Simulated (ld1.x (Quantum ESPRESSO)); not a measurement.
## Sn: variants of one PAW potential

Base potential:

ld1.x (Quantum ESPRESSO) 7.5 input, shortened:

```
&input
   title='Sn', zed=50., rel=1, dft='PZ', iswitch=3,
   config='[Kr] 4d10 4f-2 5s2 5p0'
 /
 &inputp
   pseudotype=3, lpaw=.true., tm=.true., lloc=-2, rcloc=1.15,
   nlcc=.false.,
   which_augfun='BESSEL', rmatch_augfun=1.35
 /
8
5S  1  0   2.00   0.00  1.45  2.00  0.0
5S  1  0   0.00   0.30  1.45  2.00  0.0
5P  2  1   0.00   0.00  1.55  2.05  0.0
5P  2  1   0.00  -0.95  1.55  2.05  0.0
4D  3  2  10.00   0.00  1.25  1.50  0.0
4D  3  2   0.00   0.05  1.25  1.50  0.0
4F  4  3  -2.00  -0.10  1.70  1.80  0.0
4F  4  3  -2.00   0.95  1.70  1.80  0.0
 &test
   configts(1)='4d10 5s2 5p0'
 /
```

All-electron outer shells of the reference configuration (LDA (PZ), scalar-relativistic, ld1.x):

```tsv
shell	level (eV)	outermost node (bohr)	outermost maximum (bohr)
4p	-107.14	0.41	0.79
4d	-43.39	0.39	0.88
5s	-26.53	0.98	1.94
5p	-18.13	1.08	2.31
```

Cutoffs, loose and tight: the cutoffs (Ry, on a coarse ladder) from which the occupation-weighted sum of valence levels, in a spherical-Bessel basis at the reference potential, stays within 10 and 1 mRy of its value at 400 Ry. They do not see the model core or the augmentation charge, which bear on the density cutoff. Test errors are all-electron minus pseudo excitation energies from the reference, over the configurations 4d10 5s2 5p2; 4d10 5s2 5p1; 4d10 5s1 5p0; 4d10 5s0 5p4; 4d10 5s1 5p2; 4d10 5s2 5p2.3; 4d9 5s2 5p3 (two spin-polarised tests are not counted in the largest error). A dash means not determined; rows that change the core or the reference have their own tests.

A true bound ghost makes a file unfit for plane-wave use even where its test errors are small: the radial tests pick states by their node count and pass the ghost by.

Cutoffs are not given where the Bessel-basis levels miss the radial ones by over 6 mRy, ghosts where they miss by over 20 mRy; a channel whose overlap is not positive is not tested.

```tsv
change	outcome	cutoff, loose	cutoff, tight	bound ghosts	largest test error (meV)
base	generated	55 Ry	100 Ry	s, p	-90
local potential all-electron potential smoothed inside 1.10 bohr (lloc = -2)	generated	55 Ry	100 Ry	s, p	-86
local potential all-electron potential smoothed inside 1.36 bohr (lloc = -2)	generated	60 Ry	110 Ry	none	-65
local potential all-electron potential smoothed inside 1.64 bohr (lloc = -2)	generated	60 Ry	110 Ry	none	-75
local potential all-electron potential smoothed inside 1.76 bohr (lloc = -2)	generated	60 Ry	110 Ry	none	-76
local potential all-electron potential smoothed inside 2.02 bohr (lloc = -2)	generated	60 Ry	110 Ry	none	-80
local potential all-electron potential smoothed inside 2.30 bohr (lloc = -2)	generated	60 Ry	100 Ry	none	-87
```

Question: What comes out with this change to the base: local potential all-electron potential smoothed inside 0.82 bohr (lloc = -2)?

Answer: outcome: generated, overlap not positive; bound ghosts: s, p (d not tested, overlap not positive); largest test error (meV): -83. A file whose overlap is not positive is unfit for use, and its test errors describe a broken file.

Reading the sweep of the rcloc (base included, trends over the rows without a ghost): The loose cutoff stays near 60 Ry. The median size of the test errors (rows with all tests solved) stays near 5.8 meV. Bound ghosts are found at 0.82, 1.1, 1.15 bohr.
